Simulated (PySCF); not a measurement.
# From PBE0 to CCSD(T): MF along the fourth-period p block

PBE0 and CCSD(T) in PySCF with def2-TZVPP on every atom, for the lowest determinant that a PBE0 search found; no spin–orbit coupling.

| molecule | state (unpaired electrons) | PBE0 Re (Å) | PBE0 ωe (cm⁻¹) | PBE0 De (eV) | CCSD(T) Re (Å) | CCSD(T) ωe (cm⁻¹) | CCSD(T) De (eV) |
| --- | --- | --- | --- | --- | --- | --- | --- |
| GaF | singlet (closed shell) | 1.787 | 619 | 5.94 | ? | ? | ? |
| GeF | doublet (π ↑) | 1.756 | 669 | 5.23 | 1.753 | 677 | 5.13 |
| AsF | triplet (π ↑↑) | 1.741 | 695 | 4.20 | 1.743 | 694 | 3.95 |
| SeF | doublet (π ↑) | 1.738 | 708 | 3.42 | 1.743 | 696 | 3.21 |
| BrF | singlet (closed shell) | 1.753 | 702 | 2.63 | 1.766 | 671 | 2.50 |

Task: Estimate the CCSD(T) values of GaF by adding the mean shift from PBE0 to CCSD(T) of the other rows, and compare with the calculation.

Result: The mean shifts are +0.4 pm, -9 cm⁻¹ and -0.17 eV, which give 1.791 Å, 610 cm⁻¹ and 5.77 eV. CCSD(T)/def2-TZVPP gives Re = 1.781 Å, ωe = 634 cm⁻¹, De = 5.98 eV.

Task: What are the mean differences of PBE0 from CCSD(T) over the whole series?

Result: Re -0.2 pm, ωe +4 cm⁻¹, De +0.13 eV.

In a basis of this size CCSD(T) is itself not converged; it tends to give bonds that are too long and too weak.

Correlated steps freeze 10 core orbitals. Where the molecule has an RHF reference, its open-shell atoms are computed with UHF. States were picked by a PBE0 search and need not be the measured ground states.
